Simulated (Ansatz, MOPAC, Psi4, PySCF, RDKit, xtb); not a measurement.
Complex: HF (SMILES F) (first 2 atoms) with HBr (SMILES Br); geometry from B3LYP-D3(BJ)/def2-TZVP, rigid monomers moved along the line of their centres of mass till F1···H4 is 1.87 Å.
(charge 0, multiplicity 1):
```
atom    x (Å)    y (Å)   z (Å)
----  -------  -------  ------
F     -0.3622   0.1354  0.3694
H     -0.2203  -0.7743  0.2652
Br    -0.0607   0.8722  3.5394
H     -0.2326   0.7607  2.1242
```

```json
[
 {"level": "UFF", "interaction energy (meV)": "864.1", "minus CCSD(T)/CBS(aug-cc-pVTZ, aug-cc-pVQZ)": "940.3", "cost": "-"},
 {"level": "GFN-FF", "interaction energy (meV)": "-73.9", "minus CCSD(T)/CBS(aug-cc-pVTZ, aug-cc-pVQZ)": "2.4", "cost": "-"},
 {"level": "AM1", "interaction energy (meV)": "-9.0", "minus CCSD(T)/CBS(aug-cc-pVTZ, aug-cc-pVQZ)": "67.2", "cost": "-"},
 {"level": "PM6", "interaction energy (meV)": "112.4", "minus CCSD(T)/CBS(aug-cc-pVTZ, aug-cc-pVQZ)": "188.7", "cost": "-"},
 {"level": "PM7", "interaction energy (meV)": "210.8", "minus CCSD(T)/CBS(aug-cc-pVTZ, aug-cc-pVQZ)": "287.0", "cost": "-"},
 {"level": "GFN1-xTB", "interaction energy (meV)": "-18.4", "minus CCSD(T)/CBS(aug-cc-pVTZ, aug-cc-pVQZ)": "57.9", "cost": "-"},
 {"level": "HF/STO-3G (no counterpoise)", "interaction energy (meV)": "-161.2", "minus CCSD(T)/CBS(aug-cc-pVTZ, aug-cc-pVQZ)": "-85.0", "cost": "-"},
 {"level": "HF/3-21G (no counterpoise)", "interaction energy (meV)": "-237.5", "minus CCSD(T)/CBS(aug-cc-pVTZ, aug-cc-pVQZ)": "-161.2", "cost": "-"},
 {"level": "HF/6-31G*", "interaction energy (meV)": "-28.6", "minus CCSD(T)/CBS(aug-cc-pVTZ, aug-cc-pVQZ)": "47.7", "cost": "-"},
 {"level": "HF/aug-cc-pVDZ", "interaction energy (meV)": "-0.3", "minus CCSD(T)/CBS(aug-cc-pVTZ, aug-cc-pVQZ)": "76.0", "cost": "-"},
 {"level": "HF/aug-cc-pVTZ", "interaction energy (meV)": "7.1", "minus CCSD(T)/CBS(aug-cc-pVTZ, aug-cc-pVQZ)": "83.3", "cost": "-"},
 {"level": "HF/aug-cc-pVQZ", "interaction energy (meV)": "5.1", "minus CCSD(T)/CBS(aug-cc-pVTZ, aug-cc-pVQZ)": "81.4", "cost": "-"},
 {"level": "PBE/def2-TZVPPD", "interaction energy (meV)": "-79.3", "minus CCSD(T)/CBS(aug-cc-pVTZ, aug-cc-pVQZ)": "-3.1", "cost": "×1"},
 {"level": "PBE-D3(BJ)/def2-TZVPPD", "interaction energy (meV)": "-97.3", "minus CCSD(T)/CBS(aug-cc-pVTZ, aug-cc-pVQZ)": "-21.1", "cost": "×1"},
 {"level": "PBE-D4/def2-TZVPPD", "interaction energy (meV)": "-96.4", "minus CCSD(T)/CBS(aug-cc-pVTZ, aug-cc-pVQZ)": "-20.2", "cost": "×1"},
 {"level": "BP86/6-31G* (no counterpoise)", "interaction energy (meV)": "-215.1", "minus CCSD(T)/CBS(aug-cc-pVTZ, aug-cc-pVQZ)": "-138.9", "cost": "-"},
 {"level": "r2SCAN/def2-TZVPPD", "interaction energy (meV)": "-92.6", "minus CCSD(T)/CBS(aug-cc-pVTZ, aug-cc-pVQZ)": "-16.4", "cost": "×1"},
 {"level": "r2SCAN-D3(BJ)/def2-TZVPPD", "interaction energy (meV)": "-98.4", "minus CCSD(T)/CBS(aug-cc-pVTZ, aug-cc-pVQZ)": "-22.1", "cost": "×1"},
 {"level": "B3LYP/3-21G (no counterpoise)", "interaction energy (meV)": "-444.6", "minus CCSD(T)/CBS(aug-cc-pVTZ, aug-cc-pVQZ)": "-368.3", "cost": "-"},
 {"level": "B3LYP/6-31G* (no counterpoise)", "interaction energy (meV)": "-217.4", "minus CCSD(T)/CBS(aug-cc-pVTZ, aug-cc-pVQZ)": "-141.2", "cost": "-"},
 {"level": "B3LYP/def2-TZVPPD", "interaction energy (meV)": "-49.0", "minus CCSD(T)/CBS(aug-cc-pVTZ, aug-cc-pVQZ)": "27.3", "cost": "×1"},
 {"level": "B3LYP-D3(BJ)/def2-TZVPPD", "interaction energy (meV)": "-79.3", "minus CCSD(T)/CBS(aug-cc-pVTZ, aug-cc-pVQZ)": "-3.0", "cost": "×1"},
 {"level": "B3LYP-D4/def2-TZVPPD", "interaction energy (meV)": "-76.0", "minus CCSD(T)/CBS(aug-cc-pVTZ, aug-cc-pVQZ)": "0.2", "cost": "×1"},
 {"level": "PBE0/def2-TZVPPD", "interaction energy (meV)": "-75.2", "minus CCSD(T)/CBS(aug-cc-pVTZ, aug-cc-pVQZ)": "1.0", "cost": "×1"},
 {"level": "PBE0-D3(BJ)/def2-TZVPPD", "interaction energy (meV)": "-91.7", "minus CCSD(T)/CBS(aug-cc-pVTZ, aug-cc-pVQZ)": "-15.4", "cost": "×1"},
 {"level": "PBE0-D4/def2-TZVPPD", "interaction energy (meV)": "-90.3", "minus CCSD(T)/CBS(aug-cc-pVTZ, aug-cc-pVQZ)": "-14.1", "cost": "×1"},
 {"level": "M06-2X/6-31G* (no counterpoise)", "interaction energy (meV)": "-213.1", "minus CCSD(T)/CBS(aug-cc-pVTZ, aug-cc-pVQZ)": "-136.9", "cost": "-"},
 {"level": "wB97X-V/def2-TZVPPD", "interaction energy (meV)": "-74.8", "minus CCSD(T)/CBS(aug-cc-pVTZ, aug-cc-pVQZ)": "1.5", "cost": "×3"},
 {"level": "MP2/6-31G*", "interaction energy (meV)": "-73.9", "minus CCSD(T)/CBS(aug-cc-pVTZ, aug-cc-pVQZ)": "2.4", "cost": "-"},
 {"level": "MP2/6-31G* (no counterpoise)", "interaction energy (meV)": "-176.5", "minus CCSD(T)/CBS(aug-cc-pVTZ, aug-cc-pVQZ)": "-100.2", "cost": "-"},
 {"level": "MP2/aug-cc-pVTZ", "interaction energy (meV)": "-66.7", "minus CCSD(T)/CBS(aug-cc-pVTZ, aug-cc-pVQZ)": "9.5", "cost": "-"},
 {"level": "MP2/aug-cc-pVQZ", "interaction energy (meV)": "-77.2", "minus CCSD(T)/CBS(aug-cc-pVTZ, aug-cc-pVQZ)": "-0.9", "cost": "-"},
 {"level": "SCS-MP2/aug-cc-pVDZ", "interaction energy (meV)": "-28.4", "minus CCSD(T)/CBS(aug-cc-pVTZ, aug-cc-pVQZ)": "47.8", "cost": "-"},
 {"level": "SCS-MP2/aug-cc-pVTZ", "interaction energy (meV)": "-38.6", "minus CCSD(T)/CBS(aug-cc-pVTZ, aug-cc-pVQZ)": "37.6", "cost": "-"},
 {"level": "SCS-MP2/aug-cc-pVQZ", "interaction energy (meV)": "-49.3", "minus CCSD(T)/CBS(aug-cc-pVTZ, aug-cc-pVQZ)": "26.9", "cost": "-"},
 {"level": "CCSD/aug-cc-pVTZ", "interaction energy (meV)": "-43.4", "minus CCSD(T)/CBS(aug-cc-pVTZ, aug-cc-pVQZ)": "32.8", "cost": "-"},
 {"level": "CCSD(T)/aug-cc-pVDZ", "interaction energy (meV)": "-39.5", "minus CCSD(T)/CBS(aug-cc-pVTZ, aug-cc-pVQZ)": "36.7", "cost": "×2"},
 {"level": "CCSD(T)/aug-cc-pVTZ", "interaction energy (meV)": "-56.6", "minus CCSD(T)/CBS(aug-cc-pVTZ, aug-cc-pVQZ)": "19.6", "cost": "×9"},
 {"level": "CCSD(T)/CBS(aug-cc-pVTZ, aug-cc-pVQZ)", "interaction energy (meV)": "-76.2", "minus CCSD(T)/CBS(aug-cc-pVTZ, aug-cc-pVQZ)": "0.0", "cost": "×70*"},
 {"level": "SAPT0/aug-cc-pVDZ", "interaction energy (meV)": "-92.3", "minus CCSD(T)/CBS(aug-cc-pVTZ, aug-cc-pVQZ)": "-16.0", "cost": "-"}
]
```

 The comparison column counts from a level with limits of its own.

The rows run from -444.6 (B3LYP/3-21G (no counterpoise)) to 864.1 meV (UFF). In aug-cc-pVTZ the value moves HF 7.1, MP2 -66.7, CCSD -43.4, CCSD(T) -56.6, a shift of -63.7 from HF to CCSD(T). From aug-cc-pVTZ to aug-cc-pVQZ MP2 changes by -10.5. The dispersion term adds -18.0 in PBE-D3(BJ), -17.1 in PBE-D4, -5.8 in r2SCAN-D3(BJ). The 5 functionals in def2-TZVPPD without D3 or D4 span 43.6, from r2SCAN to B3LYP.

Monomers are frozen at their geometry in the pair; levels with a basis set take the counterpoise correction. Rows marked so take none. RDKit's UFF carries no charges.

Correlated levels freeze the cores. Filled d and f shells under p-block atoms count as core. CBS: X⁻³ extrapolation of the correlation energy, Hartree–Fock from the larger set. Rows in 3-21G, 6-31G*, STO-3G carry no dispersion term and start afresh at each structure (6-31G* with six Cartesian d functions); the Pople sets are all-electron and without relativity. MP2/6-31G* freezes PySCF's default core, which leaves 3d correlated. The state that AM1, PM6, PM7 reach isn't checked; PM7 holds dispersion and hydrogen-bond terms.

Programs: Ansatz (Gaussian basis) for Hartree–Fock, density functionals and correlated methods; MOPAC for AM1, PM6, PM7 (differences of heats of formation); Psi4 for SAPT; PySCF for 3-21G rows, 6-31G* rows, STO-3G rows, the dispersion terms; RDKit for the force fields; xtb for the GFN methods. Values without a source in brackets are computed.

Costs are rough ratios of core time to PBE/def2-TZVPPD (about 4 s over the structures, on one shared machine); a dash marks a level with no comparable run of its own. A star marks coupled-cluster runs past 200 virtual orbitals, where the program's memory plan changes under this machine's limit, so their costs aren't comparable with smaller runs.

Ansatz is a quantum-chemistry and plane-wave program.
